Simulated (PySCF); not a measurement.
## ORD: `O=C1C[C@H](F)O[C@@H]1F`, C₄H₄F₂O₂

Geometry:
| atom | x (Å) | y (Å) | z (Å) |
| --- | --- | --- | --- |
| O1 | 0.618 | -2.106 | -0.907 |
| C2 | 0.344 | -1.060 | -0.409 |
| C3 | -1.016 | -0.423 | -0.233 |
| C4 | -0.699 | 0.919 | 0.430 |
| F5 | -0.757 | 1.918 | -0.509 |
| O6 | 0.588 | 0.829 | 0.955 |
| C7 | 1.344 | -0.052 | 0.208 |
| F8 | 1.986 | 0.594 | -0.821 |
| H9 | -1.650 | -1.052 | 0.390 |
| H10 | -1.502 | -0.287 | -1.200 |
| H11 | -1.376 | 1.221 | 1.237 |
| H12 | 2.121 | -0.502 | 0.834 |

Method: PySCF 2.14.0, TDDFT wB97X-D/aug-cc-pVDZ circular dichroism and optical rotation, one conformer, gas phase. Geometry: GFN2-xTB.

Stereocentres: C4 S, C7 R.

Task: Give the optical rotatory dispersion at 633, 589.3, 546, 436, 405, 365, 355 nm.

Result: [α] in deg dm⁻¹ (g/mL)⁻¹:
| λ (nm) | origin-invariant length gauge | modified velocity gauge | length gauge (centre of mass) | isotropic polarisability (au) |
| --- | --- | --- | --- | --- |
| 633 | -130.3 | -112.5 | -130.4 | 53.7 |
| 589.3 | -158.9 | -137.1 | -159.0 | 53.8 |
| 546 | -198.9 | -171.7 | -199.0 | 54.0 |
| 436 | -436.7 | -376.8 | -436.9 | 54.7 |
| 405 | -606.8 | -523.5 | -607.1 | 55.0 |
| 365 | -1097.9 | -946.8 | -1098.2 | 55.5 |
| 355 | -1344.7 | -1159.5 | -1345.1 | 55.7 |

The shortest wavelength is close to the first absorption, where this undamped response comes out too large.

Task: And for the mirror image at 589.3 nm?

Result: +158.9 deg dm⁻¹ (g/mL)⁻¹ (origin-invariant length gauge): the same size and the opposite sign.

Task: What is the molar rotation [Φ] = [α]·M/100 of the geometry above at 589.3 nm?

Result: With M = 122.07 g/mol, -194.0 deg cm² dmol⁻¹ (origin-invariant length gauge).

The first excitation lies at 4.09 eV (303 nm) with R = -6.2 × 10⁻⁴⁰ esu² cm² (velocity form).
